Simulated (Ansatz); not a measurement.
**GeO, singlet: energies of several shapes or isomers**

Program: Ansatz, Gaussian basis, development build. Basis def2-SVP, nonrelativistic, 15 orbitals frozen in the corrections; active space CAS(10,8). Restricted Hartree–Fock, then the lowest state-specific CASSCF solution met for each case. Small basis; these aren't basis-limit values. Single-reference values can break down or jump between states where bonds are stretched. Solutions in different active orbitals can move differences by tenths of an eV and at times more than 1 eV.

Case A: bond length 1.6250 Å.

Case B: bond length 3.2500 Å. A bond is stretched, to 1.75 times the sum of the covalent radii.

Energy less that of case A, in eV:

```tsv
case	RHF/ROHF	CASSCF
B	+7.629	+6.271
```

(1) Give the SC-NEVPT2 energies against case A.

Answers

(1) B: +5.874 eV (135.5 kcal/mol).
